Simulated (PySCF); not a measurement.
Cd(Br)(SiH3) (BrCdH3Si), SMILES [Br][Cd][SiH3].

Coordinates come from a PBE0-D3(BJ)/def2-SVP optimisation. The structure was generated by enumeration; whether it is a known compound was not checked. The def2 effective core potentials stand for the cores of Cd; spin–orbit coupling is left out.

The numbers are results of ωB97X/def2-TZVPD (PySCF), not measurements.

The molecule is in vacuum.

| Item | Result |
|---|---|
| total energy | -3033.33616 hartree |
| point group | C3v |
| highest occupied level | -10.13 eV |
| lowest empty level | 0.50 eV |
| orbital gap | 10.63 eV |
| dipole moment | 2.70 D |
| quadrupole, principal values (traceless, Buckingham form, about the centre of nuclear charge) | -8.55, 4.27, 4.27 D·Å |
| mean static polarisability | 89.2 bohr³ (13.22 Å³) |
| polarisability, principal values | 69.6, 69.6, 128.4 bohr³ |
